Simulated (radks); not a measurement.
Calculated with a radial shooting solver on a logarithmic mesh with Libxc functionals: non-relativistic Kohn-Sham, LB94 model potential, spin-polarised, spherical densities, point nucleus; open shells are filled with parallel spins first (spin-orbit coupling, left out, can overturn this in heavy ions). Response by self-consistent Sternheimer equations with the Hartree and adiabatic LDA kernel. For heavy and open-shell atoms this level of theory can miss by tens of per cent. Rank Nb+, Sr, P+, Cu+, O+ (NIST ground configurations) by static dipole polarisability, largest first.

Answer. Sr 151.9, Nb+ 21.66, P+ 14.38, Cu+ 5.731, O+ 2.602 bohr^3.
